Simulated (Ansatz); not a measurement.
A run for Ansatz (a first-principles code): R-PBE/def2-TZVPP on H3NOSi (SMILES N[Si]O), a point of a torsion scan.

Ansatz 0.2 input:
```yaml
crystal:
  periodic: [false, false, false]
  atoms:
    - {symbol: N, position_ang: [-0.99244573, -0.09599485, 0.14923913]}
    - {symbol: Si, position_ang: [0.34406102, -1.02223218, 0.68144943]}
    - {symbol: O, position_ang: [1.54154159, -0.23755907, -0.15263273]}
    - {symbol: H, position_ang: [-1.91655344, -0.18157842, 0.53536838]}
    - {symbol: H, position_ang: [-0.90821119, 0.68853080, -0.48477350]}
    - {symbol: H, position_ang: [2.10428017, -0.66260535, -0.78842443]}
basis:
  gaussian:
    orbitals: def2-TZVPP
hamiltonian:
  xc: {name: PBE}
scf: {lower_state_search: off}
```

Question: Give the final energy of this run.

Answer: -421.0946 hartree.
